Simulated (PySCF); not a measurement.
Harmonic spectrum computed at PBE0 in the def2-SVP basis family (core potentials from Rb on, PySCF, no spin–orbit coupling):

| symmetry | ω (cm⁻¹) | IR (km/mol, summed over degenerate members) |
| --- | --- | --- |
| a2'' | 50 | 116 |
| e' | 168 | 31.4 |
| a1' | 665 | 0.0 |
| e' | 775 | 517 |

Task: Which molecule gave it? In each, all ligands are bound to the one heavy central atom.
A. ClF₃ (singlet)
B. ZrF₃ (doublet)
C. ScF₃ (singlet)
D. VF₃ (triplet)

Result: C. It has D3h symmetry with Sc–F 1.822 Å (×3).
